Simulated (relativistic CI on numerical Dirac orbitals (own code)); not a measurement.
Calculated at this level of theory: Dirac-Coulomb-Breit CI, KLI orbitals optimised for each configuration, QED by a radiative potential, unscaled Slater integrals (own radial code, finite nucleus).

The strongest absorption lines from the ground level of an ion, among the configurations computed and to levels below about 1740 eV (vacuum wavelength in nm, gf): 0.76789 (0.033), 0.80103 (0.1), 0.80204 (0.11), 0.80401 (0.2), 0.81126 (0.043), 0.82231 (1.4), 0.86631 (0.057), 9.0740 (0.1).

Task: Which ion is it?
A. Ga²⁵⁺
B. Cu²³⁺
C. Br²⁹⁺
D. Ga²⁷⁺

Result: A. Ga²⁵⁺ has 6 electrons and the ground level 2s²2p² ³P0; the strongest line goes to 2s²2p3d ³D°1. The pattern of lines fixes the number of electrons, and along that sequence the line energies rise steadily with the charge (about as its square where n changes within one kind of shell, about linearly where n is kept but much faster in heavy ions where fine structure, which grows about as Z⁴, sets the gap, and irregularly where shells cross), which fixes Z. Configurations outside the model, such as inner-shell arrays, can give stronger lines. At this charge energies of transitions that change n are usually good to better than 1 %, and those within a shell (Δn = 0) to a few per cent.

LS names give the leading component of a level, which can be under half, so a name can repeat, a term be missing and a line seem to break the LS rules.
